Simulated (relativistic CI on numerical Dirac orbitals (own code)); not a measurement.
Ti²⁺: L-alpha,beta X-ray emission

Computed with this model: Dirac-Coulomb-Breit CI, orbitals from a KLI potential per configuration, model QED (radiative potential, 1s self-energy scaled to tabulated hydrogen-like ionisation energies), valence Slater integrals scaled by 0.7, multiplet model of X-ray emission after core ionisation; configurations [Ar] 3d2 → [He] 2s2 2p5 3s2 3p6 3d2 → [Ar] 3d; 300 K; Lorentzian 0.6 eV and Gaussian 0.5 eV FWHM. Energies are those of the free ion, without screening or charge transfer. S is read from ⟨S²⟩ = S(S + 1).

Field parameters in Wybourne normalisation: Oh B⁴₀ = 21Dq, B⁴₄ = √(5/14) B⁴₀. The field is a parameter set, without covalency.

free ion: ground-state S = 1.00, centroid 463.68 eV. Peaks (eV, height): 458.3 (13), 460.8 (42), 463.9 (76), 465.9 (100).

Oh, 10Dq = 3250 cm⁻¹: ground-state S = 1.00, centroid 463.36 eV. Peaks (eV, height): 458.1 (16), 460.8 (60), 463.7 (83), 465.9 (100).

Oh, 10Dq = 8950 cm⁻¹: ground-state S = 1.00, centroid 462.65 eV. Peaks (eV, height): 457.9 (24), 461.1 (27), 463.6 (100), 465.2 (27), 466.1 (25).

Oh, 10Dq = 14700 cm⁻¹: ground-state S = 1.00, centroid 462.36 eV. Peaks (eV, height): 457.8 (26), 459.9 (14), 461.4 (37), 463.4 (100), 465.4 (21).

Oh, 10Dq = 20400 cm⁻¹: ground-state S = 1.00, centroid 462.05 eV. Peaks (eV, height): 457.6 (24), 460.4 (22), 463.2 (100), 465.7 (8).

Oh, 10Dq = 26150 cm⁻¹: ground-state S = 1.00, centroid 461.66 eV. Peaks (eV, height): 457.4 (27), 459.4 (25), 463.1 (100).

Strongest unbroadened transitions for Oh, 10Dq = 3250 cm⁻¹:

```
Energy (eV)  Relative strength
     460.36               21.9
     460.41               22.6
     460.61               52.7
     460.83               37.1
     461.03               75.4
     463.07               22.7
     463.48               85.3
     463.76               62.4
     463.99               26.3
     464.20               28.4
     464.44               23.6
     464.47               42.4
     465.54               33.7
     465.76               65.3
     465.84               72.6
     465.87              100.0
     465.92               24.3
     466.17               79.5
```
